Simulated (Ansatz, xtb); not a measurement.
**A geometry optimisation of AlFH3InN with r2SCAN-D4/def2-SVP**

The starting geometry of this gas-phase doublet was built from a drawn formula by distance geometry; its bonds are those of `[NH2][Al][InH][F]`.

| atom | x (Å) | y (Å) | z (Å) |
| --- | --- | --- | --- |
| Al | 0.7457 | 1.9319 | 1.1636 |
| F | 1.2795 | -0.2977 | -1.9051 |
| In | 0.4865 | 1.6257 | -1.5920 |
| N | -0.6669 | 0.9364 | 1.9544 |
| H | -0.6809 | 0.0073 | 1.5655 |
| H | -1.5539 | 1.4593 | 1.6880 |
| H | -0.7815 | 2.4359 | -1.9293 |

Task: Predict what it relaxes into with r2SCAN-D4/def2-SVP.

Result: It keeps its bonds, and is `[NH2][Al][InH][F]`. Distances that change by over a tenth: In3–H7 (1.54 → 1.74 Å).

The energy falls by 1.66 eV over 30 steps:

```json
{"step": "1", "E − E(last) (eV)": "1.664"}
{"step": "4", "E − E(last) (eV)": "0.467"}
{"step": "7", "E − E(last) (eV)": "0.229"}
{"step": "11", "E − E(last) (eV)": "0.046"}
{"step": "14", "E − E(last) (eV)": "0.015"}
{"step": "17", "E − E(last) (eV)": "0.005"}
{"step": "20", "E − E(last) (eV)": "0.001"}
{"step": "24", "E − E(last) (eV)": "0.000"}
{"step": "27", "E − E(last) (eV)": "0.000"}
{"step": "30", "E − E(last) (eV)": "0.000"}
```

Final geometry (Å):

```xyz
7

Al    0.3649    1.7799    1.0203
F     1.5154    0.0643   -2.2629
In    0.3081    1.5207   -1.6578
N    -0.8178    0.9532    2.0662
H    -1.5583    0.3265    1.7585
H    -0.8297    1.0075    3.0820
H    -0.1543    2.4468   -3.0611
```

From the same start GFN2-xTB ends elsewhere, differing in Al1–F2 (1.70 against 3.88 Å here), F2–In3 (2.93 against 1.99 Å here).

The end wasn't checked by frequencies. Open shells are spin-unrestricted. Atoms past krypton carry core potentials, without spin–orbit terms. Run with Ansatz 0.2.0, 3.5 min on 2 threads of Arm Neoverse V2, with other jobs on the host.
